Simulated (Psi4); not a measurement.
A dimer, N2 ··· BCl3 (SMILES N#N and ClB(Cl)Cl), singlet; the first 2 atoms form monomer A.

```
6

N      0.5455     0.0000     0.0000
N     -0.5455     0.0000     0.0000
Cl    -3.9245     0.3551    -0.9301
B     -2.5576     0.9943    -1.8068
Cl    -1.7879     0.0328    -3.0434
Cl    -1.9592     2.5936    -1.4455
```

### Question
What interaction energy does Psi4 with SAPT0/jun-cc-pVDZ, frozen core give, and which attractive term is the largest?

### Answer
Total 0.89 kJ/mol: electrostatics -9.46, exchange 25.34, induction -3.44, dispersion -11.55. The most attractive term is dispersion.
